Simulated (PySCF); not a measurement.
Identify the compound

The spectra below were simulated for a compound C₆H₆OP₂S.

$^{1}$H NMR (400 MHz, computed): δ 9.62 (m, 1H), 9.22 (m, 2H), 2.71 (s, 3H).

$^{13}$C{$^{1}$H} NMR (computed): δ 238.1, 192.5, 165.5, 137.7, 23.3.

Isolated molecule, non-relativistic Hamiltonian, averaged over atoms made equivalent by symmetry, fast rotation or ring inversion, one conformer. Shieldings: GIAO B3LYP/pcSseg-1; PBE0-D3(BJ)/def2-SVP geometry; PySCF 2.14.0 with density-fitted response routines.

Referencing at the same level of theory: TMS for $^{1}$H (σref 31.38) and $^{13}$C (σref 179.24).

Question: Propose a structure and justify it.

Answer: 
- 5 carbon signals for 6 carbons: some carbons are equivalent by symmetry or fast rotation.
- Carbon types of the structure: 2 × C, 3 × CH, 1 × CH3, which accounts for all hydrogens.
- δC 238.1: aromatic carbon bearing sulfur.
- δC 192.5: aldehyde carbonyl carbon; the double bond to the heteroatom, with no lone-pair donor beside it, deshields it most.
- δC 165.5: aromatic CH.
- δC 137.7: substituted aromatic carbon.
- δH 9.62: hydrogen on an aldehyde carbonyl carbon; the C=O anisotropy and electron withdrawal place aldehyde protons far downfield.
- δH 9.22: hydrogen on an aromatic CH; ring current plus the deshielding of an ortho carbonyl group.
- δH 2.71: hydrogen on a methyl carbon bonded to S.

The compound is SMILES CSc1pcc(C=O)cp1.

The shifts were computed for this structure.

Splittings by $^{31}$P in the carbon and heteronuclear signals aren't shown, as no couplings were computed. Shifts are as computed. Against solution values, carbons near 30 ppm lie about +2 ppm off and those near 130 ppm about +6 ppm. Of 1313 compounds with measured shifts, 239 miss one by over three times the rms of a fit or turn the order of signals round; such compounds aren't used in these exercises. No couplings were computed; multiplicities are counted from neighbouring protons, with m where these are inequivalent, close in shift, in a saturated or five-membered ring or joined by F or P, and br s for small geminal =CH2 splittings.
